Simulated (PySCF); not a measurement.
A structure optimised at B3LYP-D3(BJ)/def2-SVP, used in a PySCF frequency run:

```xyz
6

Te     0.3237    -0.5123     0.0000
F     -1.6031    -0.9206     0.0000
Si    -0.1316     1.9716     0.0000
H     -0.8911     2.3586     1.2187
H     -0.8911     2.3586    -1.2187
H      1.2198     2.6035     0.0000
```
Charge 0, spin multiplicity 1.

Question: Write its SMILES, formula and point group.

Answer: F[Te][SiH3], FH₃SiTe, Cs

Question: What are its rotational constants (standard atomic weights)?

Answer: 7.3750, 2.8468, 2.1052 GHz
